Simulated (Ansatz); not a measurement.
Two isomers of CH6BFOSi: A = `OBC(F)[SiH3]`, B = `B[SiH2]C(O)F`.

Isolated molecules relaxed with PBE0-D4/def2-TZVP in Ansatz; ΔE leaves out vibrations. CCSD(T)/CBS is the MP2 limit (def2-TZVPP, def2-QZVPP) plus CCSD(T) − MP2 in def2-TZVPP, frozen cores. DFT in def2-TZVPP. B3LYP here is the variant with VWN-RPA as its local correlation; programs differ in this. One conformer a species, not always the lowest.

A:

```xyz
11

O    -1.866   -0.390    0.721
B    -0.886    0.536    0.849
C     0.066    0.749   -0.373
F     0.919    1.846   -0.184
Si    1.146   -0.785   -0.710
H    -2.401   -0.493    1.511
H    -0.731    1.146    1.870
H    -0.516    0.929   -1.288
H     0.268   -1.904   -1.133
H     2.120   -0.464   -1.784
H     1.882   -1.170    0.522
```

B:

Z-matrix (Å, degrees):
```
Si
C 1 1.915
B 1 2.007 2 112.2
H 1 1.490 2 107.7 3 -125.2
H 1 1.493 2 107.2 3 119.0
F 2 1.399 1 108.6 3 -61.0
O 2 1.380 1 108.3 3 58.1
H 2 1.098 1 113.5 3 -177.3
H 3 1.196 1 120.1 2 -166.4
H 3 1.193 1 121.8 2 15.6
H 7 0.963 2 109.7 1 171.8
```

**Question.** Which is lower in electronic energy at CCSD(T)/CBS, and by how much? (Estimate.)

**Answer.** The calculation gave: A, by 228.5 kJ/mol.

**Question.** Give E(B) − E(A) in kJ/mol with r2SCAN-D4, B3LYP-D4, PBE-D4, CCSD(T)/def2-TZVPP, ωB97M-V, B3LYP, PBE0-D4. (Estimate.)

**Answer.** Ansatz gave: r2SCAN-D4 228.8, B3LYP-D4 228.5, PBE-D4 221.9, CCSD(T)/def2-TZVPP 227.5, ωB97M-V 231.7, B3LYP 228.2, PBE0-D4 224.0. None reverses the order clearly.

Largest T1 diagnostic: 0.013.

In def2-TZVPP, CCSD(T) changes the Hartree–Fock value by +4.0 kJ/mol (the triples alone add +0.7 kJ/mol) and MP2 by +13.3 kJ/mol.
